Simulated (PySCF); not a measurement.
Molecule: `InChI=1S/C3H2F3NO2/c4-3(5,6)1(8)2(7)9/h(H2,7,9)`.

Geometry (Å), atoms numbered from 1 in this order:
```xyz
11

N    -2.003    0.445   -0.104
C    -0.693    0.698    0.029
O    -0.183    1.776    0.200
C     0.133   -0.600   -0.065
O    -0.339   -1.686   -0.234
C     1.664   -0.381    0.080
F     2.327   -1.535   -0.012
F     2.129    0.424   -0.877
F     1.964    0.157    1.264
H    -2.666    1.202   -0.064
H    -2.327   -0.499   -0.243
```

Frames of a GFN2-xTB Langevin trajectory at 600 K; GIAO PBE0/pcSseg-1 shieldings in PySCF 2.14, gas phase, non-relativistic; equivalent atoms averaged within each frame.

Chemical shifts δ = σref − σ; ¹⁵N (σ = 267.73 ppm) vs NH3; ¹³C (σ = 186.93 ppm) and ¹H (σ = 31.72 ppm) vs TMS; ¹⁷O (σ = 336.08 ppm) against H2O; ¹⁹F (σ = 170.95 ppm) vs CFCl3, all at this level. The references are static minima.

How do the shifts (ppm) fluctuate along the trajectory?

## Answers


| time (fs) | N1 | C4 | C2 | C6 | O5 | O3 | F7/F8/F9 | H11 | H10 |
| --- | --- | --- | --- | --- | --- | --- | --- | --- | --- |
| optimised geometry | 110.5 | 188.4 | 157.6 | 125.5 | 649.1 | 404.6 | -87.2 | 6.57 | 4.81 |
| 250 | 115.0 | 182.9 | 166.3 | 132.7 | 639.2 | 461.4 | -69.8 | 6.06 | 4.81 |
| 425 | 126.6 | 187.7 | 178.7 | 126.0 | 626.3 | 487.2 | -70.5 | 6.20 | 7.01 |
| 625 | 113.4 | 193.5 | 156.0 | 121.5 | 743.2 | 446.1 | -79.1 | 6.80 | 6.46 |
| 800 | 121.8 | 199.9 | 168.9 | 133.5 | 696.5 | 459.7 | -60.6 | 7.42 | 6.85 |
| 1000 | 103.7 | 192.5 | 164.6 | 132.3 | 581.2 | 381.8 | -72.1 | 7.41 | 5.50 |
| mean of frames | 116.1 | 191.3 | 166.9 | 129.2 | 657.3 | 447.2 | -70.4 | 6.78 | 6.13 |
| standard deviation | 8.7 | 6.4 | 8.2 | 5.2 | 63.2 | 39.5 | 6.6 | 0.64 | 0.94 |

5 frames give an uncertainty of the mean of about the standard deviation over 2.2 at best, since frames this close in time may not be independent; classical motion lacks zero-point vibration, and the reference would need the same averaging.
